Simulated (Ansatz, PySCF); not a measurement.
Spin states of MoO2 (SMILES [O]=[Mo]=[O]), each relaxed with B3LYP-D3(BJ)/def2-TZVP.
State 1 (charge 0, multiplicity 3):
```tsv
atom	x (Å)	y (Å)	z (Å)
Mo	0.3534	-0.2941	0.3576
O	0.8978	0.3425	-1.1178
O	-1.2843	-0.0009	0.6898
```
State 2 (charge 0, multiplicity 1):
```xyz
3

Mo     0.3960    -0.3302     0.4021
O      0.7991     0.3484    -1.0760
O     -1.2282     0.0293     0.6035
```

Singlets are restricted, other states unrestricted; no spin–orbit coupling, no relativity up to Kr; see below for the cores. The largest T1 diagnostic is 0.112.

Codes used: Ansatz (Gaussian basis) for Hartree–Fock, density functionals and correlated methods; PySCF for the dispersion terms.  In def2 rows elements past Kr take small-core potentials, without spin–orbit coupling.

**Question.** One of these levels gives 11.49 kcal/mol for the energy of the multiplicity-1 state less that of the multiplicity-3 state. Which?
A. BLYP/def2-TZVPP
B. B97M-V/def2-TZVPP
C. PBE/def2-TZVPP
D. PBE0-D3(BJ)/def2-TZVPP

**Answer.** C, PBE/def2-TZVPP. The others give 8.98 (BLYP/def2-TZVPP), 13.18 (B97M-V/def2-TZVPP), 16.72 (PBE0-D3(BJ)/def2-TZVPP)

Ansatz is an electronic-structure program.
